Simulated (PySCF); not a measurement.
# Bonding in `Cc1c(C#N)ccc2[n-]nnc12`

C₈H₅N₄ (charge -1).
Atom-mapped SMILES: `[CH3:1][c:2]1[c:3]([C:4]#[N:5])[cH:6][cH:7][c:8]2[n-:9][n:10][n:11][c:12]12` (hydrogens: H13, H14, H15 on C1; H16 on C6; H17 on C7)

Cartesian coordinates in Å at the GFN2-xTB level; atoms count from 1:
```
atom  x, y, z in Å
C1    -1.5835   -1.4825    0.4445
C2    -0.5153   -0.4753    0.1435
C3    -0.8037    0.8775   -0.0516
C4    -2.1259    1.3318    0.0319
N5    -3.2098    1.7210    0.0977
C6     0.2089    1.8300   -0.3371
C7     1.5252    1.4706   -0.4357
C8     1.8499    0.1239   -0.2461
N9     3.0121   -0.5529   -0.2735
N10    2.7219   -1.8150   -0.0244
N11    1.4502   -2.0364    0.1679
C12    0.8215   -0.8408    0.0428
H13   -2.1083   -1.2252    1.3667
H14   -1.1284   -2.4643    0.5523
H15   -2.3226   -1.5133   -0.3584
H16   -0.0922    2.8621   -0.4770
H17    2.2930    2.2009   -0.6534
```

Bond orders from the PBE0/pcSseg-1 density (PySCF). Isolated species at its GFN2-xTB geometry, gas phase. The pcSseg-1 basis has no diffuse functions, a weakness for an anion.

Q: How far do the computed orders between heavy atoms stray from the drawn ones?

A: The largest departure is 0.363, at C12–C8 (drawn aromatic, 1.137), counting aromatic bonds as 1.5. Drawn single, order above 1.12: C1–C2 (1.129). The bonds drawn aromatic range from 1.14 to 1.54. The SMILES, with its formal charges, is one Lewis structure only.

Q: Set the Mayer orders of the bonds between heavy atoms beside their lengths.

A: 
| bond | drawn as | length (Å) | Mayer order |
| --- | --- | --- | --- |
| C1–C2 | single | 1.499 | 1.129 |
| C2–C3 | aromatic | 1.397 | 1.350 |
| C3–C4 | single | 1.400 | 1.078 |
| C4–N5 | triple | 1.154 | 3.016 |
| C3–C6 | aromatic | 1.419 | 1.291 |
| C6–C7 | aromatic | 1.368 | 1.541 |
| C7–C8 | aromatic | 1.398 | 1.308 |
| C8–N9 | aromatic | 1.345 | 1.390 |
| N9–N10 | aromatic | 1.319 | 1.352 |
| N10–N11 | aromatic | 1.305 | 1.405 |
| N11–C12 | aromatic | 1.357 | 1.336 |
| C12–C2 | aromatic | 1.389 | 1.256 |
| C12–C8 | aromatic | 1.439 | 1.137 |

Bonds between the same two heavy elements. C–C: lowest C3–C4 (1.078, 1.400 Å), highest C6–C7 (1.541, 1.368 Å); in 6 of the 28 pairs the longer bond (by over 0.003 Å) has the higher order (by 0.02 or more). C–N: lowest N11–C12 (1.336, 1.357 Å), highest C4–N5 (3.016, 1.154 Å). N–N: lowest N9–N10 (1.352, 1.319 Å), highest N10–N11 (1.405, 1.305 Å).

Q: And the bonds to hydrogen?

A: C–H: 0.93 to 0.96 (5 bonds).

Q: Sum the orders of all bonds at each heavy atom with more than one neighbour and set the sums beside the valence in the SMILES.

A: C1 3.951 (drawn 4), C2 3.735 (drawn 4), C3 3.719 (drawn 4), C4 4.094 (drawn 4), C6 3.790 (drawn 4), C7 3.794 (drawn 4), C8 3.835 (drawn 4), N9 2.742 (drawn 2), N10 2.757 (drawn 3), N11 2.741 (drawn 3), C12 3.729 (drawn 4). Orders between atoms that aren't bonded are not in these sums.

The Mayer order sums products of elements of PS (density times overlap matrix) between the two atoms' basis functions, so it depends on the basis set.
